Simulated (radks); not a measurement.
All-electron atom: Rb1.5+ in [Ar] 3d10 4s2 5s(up 0.5, down 0.5) 4p(up 2.5, down 2) (fractional occupations, a model configuration).

Method: scalar-relativistic Kohn-Sham, PBE, spin-polarised, spherical densities, finite nucleus; Fermi nuclear charge, rms radius 4.2036 fm; computed with a radial shooting solver on a logarithmic mesh with Libxc functionals.

Energy parts (hartree):
| part | energy |
|---|---|
| total | -2979.85221 |
| kinetic | 3051.87284 |
| electron-nucleus | -7157.30521 |
| Hartree | 1225.60929 |
| exchange-correlation | -100.02912 |

Orbitals (lengths in bohr, moments of r in powers of bohr; r(max) is where P^2 peaks; r(90%) holds 90 % of the orbital's charge):
orbital  occ.  eigenvalue (hartree)   r(max)  r(90%)      <r>   <1/r>
1s up       1             -553.2114  0.02629  0.0721  0.04029   37.87
1s down     1             -553.2096  0.02629  0.0721  0.04029   37.87
2s up       1             -74.52982   0.1496   0.275   0.1778   8.433
2s down     1             -74.52878   0.1496   0.275   0.1778   8.433
2p up       3             -66.15428   0.1196   0.253   0.1551   8.240
2p down     3             -66.15254   0.1196   0.253   0.1551   8.240
3s up       1             -11.67205   0.4509   0.758   0.5104   2.809
3s down     1             -11.66982   0.4509   0.758   0.5104   2.809
3p up       3              -8.98486   0.4464   0.789   0.5185   2.655
3p down     3              -8.98234   0.4464   0.789   0.5185   2.655
3d up       5              -4.54063   0.3930   0.854   0.5246   2.392
3d down     5              -4.53767   0.3931   0.853   0.5243   2.393
4s up       1              -1.82163    1.245    2.07    1.412  0.9477
4s down     1              -1.80245    1.244    2.07    1.412  0.9481
4p up     2.5              -1.20242    1.389    2.41    1.618  0.8169
4p down     2              -1.18378    1.389    2.42    1.622  0.8155
5s up     0.5              -0.42603    3.353    5.35    3.713  0.3471
5s down   0.5              -0.42266    3.371    5.38    3.734  0.3449

The highest occupied level is 5s down at -11.501 eV. The electron density at the nucleus is 5.581e+04 e/bohr^3 (large components only). The spin density at the nucleus is -0.1010 e/bohr^3 (1s -0.1021, 2s 0.0292, 3s 0.0373, 4s -0.1290, 5s 0.0635). Summed over all electrons, <r^2> = 39.72 bohr^2, which gives a Langevin (diamagnetic) susceptibility term of -31.5 x 10^-6 cm^3/mol. The density falls to 0.001 e/bohr^3 at r = 4.44 bohr.
